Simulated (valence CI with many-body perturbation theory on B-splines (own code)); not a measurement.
# Re V: calculated level list

Method: valence CI with perturbative core correlation (CI+MBPT): three valence electrons over a frozen Dirac-Fock core [Xe] 4f14, a basis of 7 s, 7 p, 8 d, 6 f, 4 g, 1 h functions for each j, with the one-electron correlation potential Σ1, the two-electron term Σ2, the three-electron term Σ3, Breit, model QED; selected CI, second order for the rest, scaled by the run's own slope (own B-spline code, finite nucleus).

Set against measurement, 69 paired levels are off by 1213 cm⁻¹ on average, the worst by 2255. These come from a selection out of Brasseur, Gamrath and Quinet, At. Data Nucl. Data Tables 157, 101636 (2024). Levels without a partner in it may be off by more, other configurations by 1,000 to 8,000 cm⁻¹. The list stops below the first excitations out of the core.

Levels 46 to 90 of 168, with energies above the lowest level, 5d3 4F_3/2. "Leading %" is the weight of the configuration and term that name the level; weights of strongly mixed levels are sums over their largest components and can fall short. Lifetimes count E1, E2, E3, M1 and M2 decay at the calculated energies, and are blank where another channel may lead or the interval is too uncertain; long ones can be off by a factor of two.

| No. | Configuration | Term | J | E (cm⁻¹) | Leading % | Second component | Lifetime |
| --- | --- | --- | --- | --- | --- | --- | --- |
| 46 | 5d2 6p | 2D° | 3/2 | 146390 | 38 | 34 % 5d2 6p 4F° | 229 ps |
| 47 | 5d2 6p | 4D° | 5/2 | 148840 | 46 | 30 % 5d2 6p 2F° | 170 ps |
| 48 | 5d2 6p | 2G° | 7/2 | 149060 | 29 | 19 % 5d2 6p 2F° | 190 ps |
| 49 | 5d2 6p | 4D° | 3/2 | 149590 | 42 | 25 % 5d2 6p 4S° | 215 ps |
| 50 | 5d2 6p | 4D° | 1/2 | 150590 | 82 | 14 % 5d2 6p 2P° | 306 ps |
| 51 | 5d 6s2 | 2D | 3/2 | 152540 | 96 |  | 1.35 μs |
| 52 | 5d2 6p | 4G° | 9/2 | 153030 | 56 | 24 % 5d2 6p 2G° | 358 ps |
| 53 | 5d2 6p | 2G° | 7/2 | 154370 | 51 | 38 % 5d2 6p 4F° | 243 ps |
| 54 | 5d2 6p | 2F° | 5/2 | 155020 | 38 | 22 % 5d2 6p 2D° | 291 ps |
| 55 | 5d2 6p | 2F° | 7/2 | 156930 | 62 | 16 % 5d2 6p 2G° | 266 ps |
| 56 | 5d2 6p | 4S° | 3/2 | 157440 | 32 | 17 % 5d2 6p 4D° | 203 ps |
| 57 | 5d2 6p | 4D° | 3/2 | 157560 | 62 | 13 % 5d2 6p 2D° | 309 ps |
| 58 | 5d2 6p | 2H° | 9/2 | 157760 | 41 | 39 % 5d2 6p 4F° | 258 ps |
| 59 | 5d2 6p | 2F° | 5/2 | 158410 | 58 | 28 % 5d2 6p 4D° | 177 ps |
| 60 | 5d2 6p | 4G° | 11/2 | 158790 | 92 | 7 % 5d2 6p 2H° | 503 ps |
| 61 | 5d2 6p | 4D° | 7/2 | 159400 | 41 | 35 % 5d2 6p 2G° | 160 ps |
| 62 | 5d2 6p | 4P° | 1/2 | 162130 | 40 | 33 % 5d2 6p 2P° | 217 ps |
| 63 | 5d2 6p | 4P° | 3/2 | 162500 | 61 | 14 % 5d2 6p 2P° | 242 ps |
| 64 | 5d 6s2 | 2D | 5/2 | 162510 | 96 |  | 1.54 μs |
| 65 | 5d2 6p | 4D° | 5/2 | 163480 | 45 | 37 % 5d2 6p 2D° | 267 ps |
| 66 | 5d2 6p | 2G° | 9/2 | 164250 | 79 | 19 % 5d2 6p 4F° | 140 ps |
| 67 | 5d2 6p | 4P° | 5/2 | 165800 | 35 | 30 % 5d2 6p 2D° | 289 ps |
| 68 | 5d2 6p | 4D° | 7/2 | 165940 | 49 | 31 % 5d2 6p 2F° | 220 ps |
| 69 | 5d2 6p | 2P° | 3/2 | 166740 | 42 | 32 % 5d2 6p 2D° | 197 ps |
| 70 | 5d2 6p | 2P° | 1/2 | 168470 | 49 | 26 % 5d2 6p 4P° | 219 ps |
| 71 | 5d2 6p | 2D° | 3/2 | 168920 | 67 | 11 % 5d2 6p 2P° | 188 ps |
| 72 | 5d2 6p | 2D° | 5/2 | 169600 | 70 | 15 % 5d2 6p 4P° | 203 ps |
| 73 | 5d2 6p | 2G° | 9/2 | 170000 | 48 | 42 % 5d2 6p 2H° | 244 ps |
| 74 | 5d2 6p | 2P° | 1/2 | 173060 | 79 | 12 % 5d2 6p 4D° | 239 ps |
| 75 | 5d2 6p | 2F° | 7/2 | 173070 | 49 | 34 % 5d2 6p 4D° | 167 ps |
| 76 | 5d2 6p | 2H° | 11/2 | 174110 | 92 | 7 % 5d2 6p 4G° | 322 ps |
| 77 | 5d2 6p | 2D° | 5/2 | 175430 | 37 | 31 % 5d2 6p 4P° | 257 ps |
| 78 | 5d2 6p | 2F° | 7/2 | 175730 | 65 | 16 % 5d2 6p 2G° | 246 ps |
| 79 | 5d2 6p | 2P° | 3/2 | 178870 | 59 | 28 % 5d2 6p 2D° | 213 ps |
| 80 | 5d2 6p | 2F° | 5/2 | 179910 | 67 | 20 % 5d2 6p 2D° | 230 ps |
| 81 | 5d2 6p | 2P° | 1/2 | 185980 | 94 |  | 199 ps |
| 82 | 5d2 6p | 2P° | 3/2 | 198210 | 89 |  | 215 ps |
| 83 | 5d 6s 6p | 4F° | 3/2 | 204410 | 74 | 12 % 5d 6s 6p 2D° | 397 ps |
| 84 | 5d 6s 6p | 4F° | 5/2 | 208640 | 62 | 18 % 5d 6s 6p 2D° | 364 ps |
| 85 | 5d 6s 6p | 4D° | 1/2 | 208780 | 84 | 8 % 5d 6s 6p 2P° | 184 ps |
| 86 | 5d 6s 6p | 4D° | 3/2 | 211160 | 60 | 12 % 5d 6s 6p 4P° | 206 ps |
| 87 | 5d 6s 6p | 4D° | 5/2 | 216660 | 50 | 27 % 5d 6s 6p 4P° | 213 ps |
| 88 | 5d 6s 6p | 4F° | 7/2 | 218200 | 63 | 29 % 5d 6s 6p 4D° | 298 ps |
| 89 | 5d 6s 6p | 4F° | 5/2 | 221350 | 32 | 31 % 5d 6s 6p 2D° | 253 ps |
| 90 | 5d 6s 6p | 2D° | 3/2 | 222700 | 67 | 11 % 5d 6s 6p 2P° | 262 ps |

Names give the largest LS component (configuration and term), which can be under half, so a name can repeat, a term be missing and a line seem to break the LS rules; names also repeat where a configuration has a term twice.

Where two levels of one J and parity lie close, their mixing, g and order are uncertain.
